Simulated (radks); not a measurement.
The numbers below are computed, except where a source is named.
Q: These are the eigenvalues of the occupied orbitals of an atom or ion with whole-number occupations (hartree). Code: a radial shooting solver on a logarithmic mesh with Libxc functionals. Model: Dirac Kohn-Sham, PBE, spin-unpolarised, spherical densities, finite nucleus; Fermi nuclear charge, rms radius of each element as measured or else 0.836 A^(1/3) + 0.57 fm.

| orbital | eigenvalue |
|---|---|
| 1s1/2 | -234.6211 |
| 2s1/2 | -40.97816 |
| 2p1/2 | -37.62730 |
| 2p3/2 | -37.28397 |
| 3s1/2 | -15.11983 |

Which element is it, and in what charge state? The configuration may be excited.

A: Z = 24, chromium, charge +14: Cr14+ in [He] 2s2 2p(1/2: 2, 3/2: 3) 3s1. The list shows which subshells hold electrons but not how many an open one holds; the 1s level, -234.62 hartree, gives Z - s = 21.7 by -(Z - s)^2/2, which with screening and relativity narrows Z to a few neighbours, and the depths of the outer levels then fix element, charge and occupations together.
